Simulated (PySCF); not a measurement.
silylarsine (AsH5Si), SMILES [SiH3][AsH2]. Coordinates come from a PBE-D3(BJ)/def2-TZVP optimisation.

Method: PySCF with PBE-D3(BJ)/def2-TZVP.

Harmonic wavenumbers (cm⁻¹): 149, 344, 421, 437, 648, 695, 852, 906, 914, 949, 2118, 2131, 2154, 2172, 2173. Rotational constants (GHz): 47.44, 3.681, 3.677; symmetry number 1.

Question: Work out the zero-point energy and the ideal-gas rigid-rotor harmonic-oscillator thermochemistry at 298.15 K and 1 atm.

Answer: ZPE = ½ Σ hcν = ½ × 17063 cm⁻¹ = 24.39 kcal/mol. H − E(el) = 28.04 kcal/mol. Entropy in cal/(mol K): translation 39.95, rotation 23.73, vibration 6.84, total 70.52. G − E(el) = 7.02 kcal/mol. Cp = 18.04 cal/(mol K). Modes under 150 cm⁻¹ make the vibrational entropy uncertain.
